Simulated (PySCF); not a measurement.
Below is a simulated gas-phase P 2p photoelectron spectrum of `[PH3]->[Cu+]<-[PH3]` ([Cu(PH3)2]+).

Every computed line was given a Gaussian of 0.7 eV full width at half maximum and an area set by the number of equivalent atoms (split 2:1 within a doublet); the highest printed point is 100. Computed, not measured: PySCF, delta-SCF UKS SCAN, pcX-2 on the ionised atom (unc-x2c-TZVPall on a metal), pcseg-1 elsewhere, spin-free X2C.

```tsv
binding energy (eV)	intensity
141.2	0
141.3	1
141.4	2
141.5	5
141.6	10
141.7	20
141.8	34
141.9	53
142.0	73
142.1	90
142.2	100
142.3	99
142.4	89
142.5	74
142.6	58
142.7	48
142.8	44
142.9	46
143.0	50
143.1	52
143.2	49
143.3	43
143.4	33
143.5	23
143.6	14
143.7	8
143.8	4
143.9	2
144.0	1
144.1	0
```

Q: Count the maxima, the lines and the sites behind this envelope.

A: The curve has 2 maxima (at 142.2 and 143.1 eV). Under it lie 2 lines from 1 inequivalent phosphorus site, drawn as a 2p3/2, 2p1/2 pair.

Q: Decompose the envelope and assign each component. Bonds: Cu1–P2, Cu1–P6. Hydrogens: H3, H4, H5 on P2; H7, H8, H9 on P6.

A: 
```
position (eV)  relative area     line  atoms                      environment
       142.24           1.33  P 2p3/2  P2/P6  phosphorus bonded to Cu and 3 H
       143.13           0.67  P 2p1/2  P2/P6  phosphorus bonded to Cu and 3 H
```

No satellites, vibrations or lifetime broadening are included. Atoms equivalent by their bonding share one computed value, that of the first of them. The 2p values aren't plain energy differences: one relaxed spin-free 2p hole is combined with a matrix within the shell (ground-state 2p orbital-energy differences and spin–orbit coupling). 2p3/2, the mean of its two sublevels, lies a third of the splitting below the shell's mean and 2p1/2 two thirds above it; the statistical areas are 2:1. 2p1/2 minus 2p3/2 (ligand field included): P 0.89 eV. The species carries charge +1, so core ionisation leaves charge +2. Isolated species at its PBE0-D3(BJ)/def2-SVP geometry, gas phase. Metal 2p energies of this one-determinant scheme are less reliable than its 1s energies.

The run took 23 s wall on x86-64 server, one thread, shared host.
